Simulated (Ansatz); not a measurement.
Consider the ligand exchange at a Ge–N bond: `C=[N][GeH2][CH3]` + `C[SeH]` → `[CH3][GeH2][Se]C` + `C=N`.

Program: Ansatz. Geometries: PBE0-D4/def2-TZVP. ΔE: electronic, gas phase. CCSD(T)/CBS adds triple-zeta CCSD(T) − MP2 to the extrapolated MP2 energy (def2 sets, frozen cores). This one scheme is used for every species. Functionals use def2-TZVPP. B3LYP here is the variant with VWN-RPA as its local correlation; programs differ in this. For Ge, Se outer-core shells are correlated without core-valence functions, which leaves a few kJ/mol of doubt a bond. Scalar relativity is left out up to krypton. One conformer a species, not always the lowest.

**Question.** Is it downhill or uphill in electronic energy at CCSD(T)/CBS, and by how much? (Best estimate.)

**Answer.** Ansatz gave: Downhill: ΔE = -14.0 kcal/mol.

**Question.** What do these levels give: PBE-D4, PBE0-D4, B3LYP-D4, r2SCAN, HF/def2-TZVPP, MP2/def2-TZVPP, SCS-MP2/def2-TZVPP, CCSD/def2-TZVPP, CCSD(T)/def2-TZVPP, MP2/def2-QZVPP, SCS-MP2/def2-QZVPP, HF/CBS(def2)? (Best estimate.)

**Answer.** The calculation gave: PBE-D4 -14.4, PBE0-D4 -14.8, B3LYP-D4 -13.7, r2SCAN -13.6, HF/def2-TZVPP -12.5, MP2/def2-TZVPP -13.6, SCS-MP2/def2-TZVPP -12.8, CCSD/def2-TZVPP -13.1, CCSD(T)/def2-TZVPP -13.2, MP2/def2-QZVPP -14.0, SCS-MP2/def2-QZVPP -13.1, HF/CBS(def2) -12.2 kcal/mol.

Largest T1 diagnostic among the species: 0.012.

The D4 term adds −1.0 kcal/mol with B3LYP and −0.6 kcal/mol with PBE0; it sums over pairs of atoms, weighted by their polarisabilities, and B3LYP, whose exchange is more repulsive, gets the larger term.
